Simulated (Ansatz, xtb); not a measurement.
Isomers of C4H6BFO in order of energy

3 gas-phase structures of C4H6BFO, from a drawn sample of its isomers (lower ones may exist). Each was relaxed with GFN2-xTB; where two conformers were screened, the lower at r2SCAN-D4/def2-SVP is listed:

A. `COBC#CCF`, a singlet
B. `FC1=COCBC1`, a singlet
C. `OB(F)[C@]12C[C@H]1C2`, a singlet

Q: Make a reasoned guess at their ranking by r2SCAN-D4/def2-SVP single-point energy.

A: Calculated order at r2SCAN-D4/def2-SVP: C (0.000), A (2.742), B (2.977) eV.

Energies above the lowest of each column, in eV; the last columns are at PBE0-D3(BJ)/def2-SVP geometries:

```csv
structure,GFN2-xTB,HF/STO-3G,r2SCAN-D4/def2-SVP,PBE0-D3(BJ)/def2-SVP,CCSD(T)/def2-SVP + ΔMP2/def2-TZVPP
C,0.000,0.000,0.000,0.000,0.000
A,1.593,1.357,2.742,2.884,2.420
B,1.690,1.325,2.977,3.003,3.074
```

Every level run on C puts it lowest or level with the lowest. Flexible structures stand in one conformer each, not always the lowest. ΔMP2 is the change of the MP2 energy from the smaller to the larger basis.

Programs: Ansatz 0.2.0, xtb 6.7.1.
